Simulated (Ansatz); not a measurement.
Basis sets compared for the cluster Si2W2. Total charge 0; singlet. Geometry PBE0-D4/def2-SVP. Ansatz on 4 threads of Arm Neoverse V1 on a shared host; times are rough, and most runs start from earlier orbitals.

```xyz
4

W     0.018   -0.711   -1.056
W     0.002    1.268   -0.107
Si   -1.715   -0.279    0.552
Si    1.695   -0.279    0.611
```

In the def2 sets W takes a core potential; there is no spin–orbit coupling. The structure comes from a short search, and lower isomers may exist.

```json
{"level": "PBE-D4/def2-SVP", "functions": "100", "energy (Eh)": "-712.7172", "HOMO (eV)": "-5.07", "LUMO (eV)": "-3.47", "wall time": "1.4 s"}
{"level": "PBE-D4/def2-TZVP", "functions": "154", "energy (Eh)": "-712.9374", "HOMO (eV)": "-4.98", "LUMO (eV)": "-3.39", "wall time": "2 s"}
{"level": "r2SCAN-D4/def2-TZVP", "functions": "154", "energy (Eh)": "-713.1247", "HOMO (eV)": "-5.16", "LUMO (eV)": "-3.19", "wall time": "4.8 s"}
{"level": "PBE0-D4/def2-SVP", "functions": "100", "energy (Eh)": "-712.6205", "HOMO (eV)": "-5.88", "LUMO (eV)": "-2.48", "wall time": "1.8 s"}
{"level": "PBE0-D4/def2-TZVP (with forces)", "functions": "154", "energy (Eh)": "-712.8421", "HOMO (eV)": "-5.80", "LUMO (eV)": "-2.40", "wall time": "3.9 s"}
```

Question: Estimate the rows for PBE-D4/def2-TZVPD, r2SCAN-D4/def2-TZVPD, PBE0-D4/def2-TZVPD.

Answer: 
```
               level  functions  energy (Eh)  HOMO (eV)  LUMO (eV)  wall time
   PBE-D4/def2-TZVPD        172    -712.9380      -5.00      -3.41      2.5 s
r2SCAN-D4/def2-TZVPD        172    -713.1252      -5.17      -3.20        6 s
  PBE0-D4/def2-TZVPD        172    -712.8427      -5.81      -2.41      3.1 s
```
